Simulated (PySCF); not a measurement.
This script is equivalent to a calculation on Sn²⁺ (tin, charge +2).

```python
from pyscf import gto, scf, dft, mp, cc
import basis_set_exchange as bse
txt = bse.get_basis("def2-TZVP", elements=["Sn"], fmt="nwchem", header=False)
cut = txt.index("\nECP")
mol = gto.M(atom="Sn 0 0 0", charge=2, spin=0, symmetry="D2h",
            basis=gto.basis.parse(txt[:cut]),
            ecp={"Sn": gto.basis.parse_ecp(txt[cut:])})
mf = scf.UHF(mol)
mf.irrep_nelec = {'Ag': (4, 4), 'B1g': (1, 1), 'B2g': (1, 1), 'B3g': (1, 1), 'B1u': (1, 1), 'B2u': (1, 1), 'B3u': (1, 1)}
mf.kernel()
```

(1) What total energy does it give?

(2) Which occupied shell lies highest, and where?

Energies and moments cover only the electrons outside the core potential.

Results:

(1) -212.58271 hartree (calculated).

(2) 5s, at -28.786 eV.
